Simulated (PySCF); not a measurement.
BiH3Te, SMILES [TeH][BiH2].

Geometry: B3LYP-D3(BJ)/def2-TZVP. The def2 effective core potentials stand for the cores of Bi, Te; spin–orbit coupling is left out.

All values below come from TDDFT-LC-ωPBE/def2-SVPD in PySCF 2.14.0.

Vertical excitations.  State labels are in the subgroup Cs.

```csv
state,symmetry,energy (eV),λ (nm),f,main pairs
S1,A",3.48,356,0.004,HOMO→LUMO 93 %
S2,A",4.80,258,0.010,"HOMO→LUMO+1 44 %, HOMO→LUMO+3 28 %, HOMO→LUMO+5 21 %"
S3,A',5.16,240,0.307,"HOMO−1→LUMO 75 %, HOMO−2→LUMO 17 %"
S4,A',5.93,209,0.008,"HOMO→LUMO+2 70 %, HOMO−2→LUMO 25 %"
S5,A",5.97,208,0.024,"HOMO→LUMO+1 48 %, HOMO→LUMO+3 25 %, HOMO→LUMO+5 13 %"
S6,A',6.23,199,0.028,HOMO−1→LUMO+1 86 %
S7,A",6.30,197,0.017,HOMO−1→LUMO+2 90 %
S8,A',6.49,191,0.657,"HOMO−2→LUMO 39 %, HOMO→LUMO+2 15 %, HOMO−1→LUMO 14 %, HOMO−1→LUMO+3 12 %"
S9,A',6.60,188,0.123,"HOMO−1→LUMO+3 39 %, HOMO−1→LUMO+5 30 %, HOMO−2→LUMO 7 %"
S10,A",6.74,184,0.004,"HOMO−3→LUMO 65 %, HOMO→LUMO+5 11 %"
T1,A",3.06,405,0,HOMO→LUMO 92 %
T2,A',3.56,348,0,HOMO−1→LUMO 92 %
T3,A",4.25,292,0,"HOMO→LUMO+3 32 %, HOMO→LUMO+1 29 %, HOMO→LUMO+5 27 %"
T4,A",5.28,235,0,"HOMO−1→LUMO+2 55 %, HOMO−2→LUMO+2 20 %, HOMO→LUMO+1 9 %"
```
Triplets are in the Tamm–Dancoff approximation, which puts them higher than full response would, so one can lie above its singlet here.
